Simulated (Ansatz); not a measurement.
Gas-phase electronic energies from Ansatz, PBE0-D4/def2-TZVP geometries. CCSD(T)/CBS adds triple-zeta CCSD(T) − MP2 to the extrapolated MP2 energy (def2 sets, frozen cores). This one scheme is used for every species. Functionals use def2-TZVPP. One conformer a species, not always the lowest.

Reaction (cleavage of the Si–P bond): `C[SiH](O)P` + HCl → `C[SiH](O)Cl` + PH₃

`C[SiH](O)P`:

Cartesian coordinates in Å:
```
C 0.132 -1.102 -1.144
Si 0.074 -0.312 0.544
O 1.534 0.326 0.981
P -1.625 1.176 0.550
H -0.816 -1.600 -1.366
H 0.315 -0.362 -1.928
H 0.929 -1.848 -1.187
H -0.216 -1.328 1.586
H 1.809 1.137 0.553
H -1.181 1.831 1.729
H -0.954 2.081 -0.319
```

HCl:

```xyz
2

Cl   -0.331   -0.395   -0.379
H     0.331    0.395    0.379
```

`C[SiH](O)Cl`:

```xyz
9

C    -1.134   -0.322   -0.150
Si    0.633   -0.099    0.357
O     1.139    1.455    0.272
Cl    1.789   -1.280   -0.882
H    -1.432   -1.368   -0.045
H    -1.787    0.289    0.478
H    -1.284   -0.032   -1.192
H     0.890   -0.518    1.749
H     1.187    1.875   -0.588
```

PH₃:

```xyz
4

P    -0.315    0.453    0.182
H    -0.145    0.128   -1.190
H    -0.608   -0.889    0.542
H     1.069    0.308    0.466
```

Problem. Is it downhill or uphill in electronic energy at CCSD(T)/CBS, and by how much? (An estimate is asked.)

Solution. Ansatz gave: Downhill: ΔE = -93.3 kJ/mol.

Problem. What do these levels give: r2SCAN-D4, B2PLYP, PBE, r2SCAN, HF/def2-QZVPP, HF/CBS(def2)? (An estimate is asked.)

Solution. The calculation gave: r2SCAN-D4 -93.4, B2PLYP -98.3, PBE -85.8, r2SCAN -94.2, HF/def2-QZVPP -113.3, HF/CBS(def2) -113.3 kJ/mol.

Largest T1 diagnostic among the species: 0.013.

The D4 term adds +4.0 kJ/mol with B3LYP and +2.4 kJ/mol with PBE0; it sums over pairs of atoms, weighted by their polarisabilities, and B3LYP, whose exchange is more repulsive, gets the larger term. In def2-TZVPP, CCSD(T) changes the Hartree–Fock value by +20.1 kJ/mol (the triples alone add +2.7 kJ/mol) and MP2 by +16.8 kJ/mol. From PBE to PBE0 (25 % exact exchange), in def2-TZVPP and without D4, ΔE moves by −4.3 kJ/mol.

B3LYP here is the variant with VWN-RPA as its local correlation; programs differ in this.
